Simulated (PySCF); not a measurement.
**Mg⁷⁺: fine-structure interval**

Mg⁷⁺ [He] 2s2 2p1 [2p1/2^1, M_J = 1/2] → Mg⁷⁺ [He] 2s2 2p1 [2p3/2^1, M_J = 3/2], as a difference of total energies. Calculation: PySCF 2.14, in an even-tempered Gaussian basis (18 s from 0.78 bohr⁻², ratio 2.4; 10 p from 1 bohr⁻², ratio 2.4; 5 d from 4.1 bohr⁻², ratio 2.6; 5 f from 6.2 bohr⁻², ratio 2.6); the two-component X2C-1e Hamiltonian. Correlated levels: nothing frozen; the 30 highest virtual spinors dropped. "Screened" scales the spin-orbit matrix elements by Boettger's factors to mimic the two-electron term; Breit and QED terms are absent.

```
                    method  fine-structure interval (cm⁻¹)
 GHF (screened spin-orbit)                          4338.8
GMP2 (screened spin-orbit)                          3475.1
     GHF (bare spin-orbit)                          5050.3
```

GHF and GMP2 differ strongly here because the two determinants are spin-polarised to different degrees; the interval is a small difference of such terms.
